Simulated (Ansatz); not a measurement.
```xyz
8

C    -0.0006    0.0004   -0.7594
C     0.0013   -0.0004    0.7594
H    -0.0015   -1.0240   -1.1653
H    -0.8852    0.5125   -1.1638
H     0.8877    0.5115   -1.1655
H    -0.0017    1.0239    1.1641
H    -0.8862   -0.5130    1.1652
H     0.8862   -0.5108    1.1652
```

Basis set: def2-TZVP (spherical functions). Left uncorrelated: 2 orbitals. Charge 0, multiplicity 1.

Computed with Ansatz (development build ahead of 0.2.0); each method stands on the lowest determinant of its kind that the runs found. Restricted open shells among the atoms or ions are ROHF, correlated in semicanonical orbitals with singles.

Task: Give the atomization energy at this shape (free ground-state atoms in the same class of orbitals less the molecule, no zero-point energy) of singlet C₂H₆ by RHF-MP2, RHF.

Result:

```csv
method,atomization energy
RHF-MP2,2879.1 kJ/mol
RHF,2323.8 kJ/mol
```
